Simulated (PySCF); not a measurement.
This script is equivalent to a calculation on Ar³⁺ (argon, charge +3).

```python
from pyscf import gto, scf, dft, mp, cc
import basis_set_exchange as bse
mol = gto.M(atom="Ar 0 0 0", charge=3, spin=3, symmetry="D2h",
            basis=gto.basis.parse(bse.get_basis("aug-cc-pVDZ-DK", elements=["Ar"], fmt="nwchem", header=False)),
            nucmod="G")
mf = dft.UKS(mol, xc="B3LYP").sfx2c1e()
mf.irrep_nelec = {'Ag': (3, 3), 'B1u': (2, 1), 'B2u': (2, 1), 'B3u': (2, 1)}
mf.kernel()
```

Problem. What total energy does it give?

Solution. -526.262 hartree (calculated).

Problem. Which occupied shell lies highest, and where?

Solution. 3p α, at -53.239 eV.

Problem. What is ⟨S²⟩, and what would a pure spin state give?

Solution. 3.750, against 3.75.
